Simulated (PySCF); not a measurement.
# Shifts of the heteroatoms

Structure with atom numbers: `[CH3:1][N:2]([CH3:3])[SiH2:4][SiH:5]([SiH3:6])[SiH3:7]`. Each H is labelled by its parent atom.

How the numbers were obtained: geometry from PBE0-D3(BJ)/def2-SVP, shieldings: GIAO PBE0/pcSseg-1, in PySCF (relativity neglected, a single conformation, equivalent nuclei averaged, no solvent model).

Problem. Predict the $^{29}$Si NMR data.

Solution. 
```csv
atoms,environment,σ (ppm),δ (ppm)
Si4,"silicon bonded to N, Si, 2 H",381.0,-37.8
Si6/Si7,"silicon bonded to Si, 3 H",452.9,-97.6
Si5,"silicon bonded to 3 Si, H",484.0,-123.5
```

Shieldings were converted by a linear fit to measured shifts: $^{29}$Si: δ = 279.39 − 0.832σ (rms 9.7 ppm, 87 shifts, 23.4 ppm with the 5 outliers that the fit left out vs TMS, solution or neat liquid). A few per cent of atoms miss by over 2 rms, more outside the fitted compound classes.

On a 300 MHz spectrometer $^{29}$Si resonates near 59.6 MHz, so 1 ppm is 59.6 Hz.

Problem. Predict the $^{15}$N NMR data.

Solution. 
```tsv
atoms	environment	σ (ppm)	δ (ppm)
N2	nitrogen bonded to 2 C, Si	253.9	-382.9
```

Shieldings were converted by a linear fit to measured shifts: $^{15}$N (scatter 7.2 ppm rms vs CH3NO2, solution or neat liquid). A few per cent of atoms miss by over 2 rms, more outside the fitted compound classes.

On a 300 MHz spectrometer $^{15}$N resonates near 30.4 MHz, so 1 ppm is 30.4 Hz.
